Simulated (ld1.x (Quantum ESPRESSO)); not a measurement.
What one change does to a pseudopotential (In, RRKJ)

- Element: indium (In)
- Generator: ld1.x (Quantum ESPRESSO) 7.5
- Type: norm-conserving RRKJ (Kleinman–Bylander form)
- Functional: PBE
- Relativity: scalar-relativistic
- Frozen core: [Kr] 4d10
- Valence charge: 3
- Reference configuration: 5s2 5p1
- Partial waves: 5s (bound): rc 2.10 bohr; 5p (bound): rc 3.10 bohr; 5d channel at 0.2 Ry: rc 3.40 bohr
- Local potential: all-electron potential smoothed inside 2.25 bohr (lloc = -1)
- Core correction: Bessel-smoothed model core inside 1.05 bohr
- rho0: 0.001

All-electron outer shells of the reference configuration (PBE, scalar-relativistic, ld1.x):

```csv
shell,level (eV),outermost node (bohr),outermost maximum (bohr)
4p,-78.13,0.42,0.82
4d,-18.62,0.40,0.94
5s,-8.21,1.02,2.16
5p,-2.52,1.14,2.85
```

Change: core correction Bessel-smoothed model core inside 2.28 bohr.

Cutoffs: the cutoffs (Ry, on a coarse ladder) from which the occupation-weighted sum of valence levels, in a spherical-Bessel basis at the reference potential, stays within 10 and 1 mRy of its value at 400 Ry; they do not see the model core or the augmentation charge, which bear on the density cutoff. Errors are all-electron minus pseudo energies relative to the spin-unpolarised reference configuration.

Task: How do hardness, ghosts and transferability respond?

Result: The potential gets neither clearly harder nor softer (18 Ry and 35 Ry → 18 Ry and 35 Ry); the errors of the 7 common tests hardly move; neither file shows a bound ghost. A wider model core is smoother and lowers the density cutoff, which this test does not measure.

```csv
quantity,base,changed
"cutoff, loose",18 Ry,18 Ry
"cutoff, tight",35 Ry,35 Ry
bound ghosts,none,none
"error for 5s2 5p0, meV [ΔE 5.36 eV]",-14,-14
"error for 5s1 5p0, meV [ΔE 24.60 eV]",-202,-191
"error for 5s2 5p0.5, meV [ΔE 1.94 eV]",-2.4,-2.4
"error for 5s2 5p1.3, meV [ΔE -0.53 eV]",-0.2,-0.2
"error for 5s0 5p3, meV [ΔE 11.95 eV]",-87,-80
"error for 5s1 5p2, meV [ΔE 5.84 eV]",-22,-21
"error for 5s1 5p1, meV [ΔE 11.96 eV]",-59,-56
s: phases at 3.72 bohr within 0.05 rad from the reference energy up to (Ry; the scan ends near 5),0.7,0.7
p: phases at 3.72 bohr within 0.05 rad from the reference energy up to (Ry; the scan ends near 5),1.4,1.4
d: phases at 3.72 bohr within 0.05 rad from the reference energy up to (Ry; the scan ends near 5),n/a,n/a
```
